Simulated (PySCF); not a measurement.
C2H9NSi3, SMILES [SiH3]C1=N[SiH2][SiH2]C1. Heavy atoms are numbered as in [SiH3:1][C:2]1=[N:3][SiH2:4][SiH2:5][CH2:6]1. Hydrogens are named by the atom that carries them.

Coordinates come from a PBE0-D3(BJ)/def2-SVP optimisation. The structure was generated by enumeration, and PubChem lists no compound with its InChIKey, so it may never have been made. The values are those of a single conformer.

Calculation: PySCF with PBE0/pcSseg-1.

GIAO shieldings, no solvent; atoms alike by connectivity are averaged. δ = σ(ref) − σ: ²⁹Si against TMS (σ = 352.7 ppm); ¹³C against TMS (σ = 186.3 ppm); ¹⁵N against NH3 (σ = 267.4 ppm); ¹H against TMS (σ = 31.56 ppm), references at their B3LYP-D3(BJ)/def2-TZVP geometries, non-relativistic.

```json
[
 {"nucleus": "²⁹Si", "atoms": "Si4 (SiH2)", "count": "1", "δ (ppm)": "-22.0"},
 {"nucleus": "²⁹Si", "atoms": "Si1 (SiH3)", "count": "1", "δ (ppm)": "-79.9"},
 {"nucleus": "²⁹Si", "atoms": "Si5 (SiH2)", "count": "1", "δ (ppm)": "-88.6"},
 {"nucleus": "¹³C", "atoms": "C2", "count": "1", "δ (ppm)": "213.6"},
 {"nucleus": "¹³C", "atoms": "C6 (CH2)", "count": "1", "δ (ppm)": "38.8"},
 {"nucleus": "¹⁵N", "atoms": "N3", "count": "1", "δ (ppm)": "450.3"},
 {"nucleus": "¹H", "atoms": "H on Si4", "count": "2", "δ (ppm)": "5.51"},
 {"nucleus": "¹H", "atoms": "H on Si1", "count": "3", "δ (ppm)": "4.48"},
 {"nucleus": "¹H", "atoms": "H on Si5", "count": "2", "δ (ppm)": "3.68"},
 {"nucleus": "¹H", "atoms": "H on C6", "count": "2", "δ (ppm)": "2.87"}
]
```
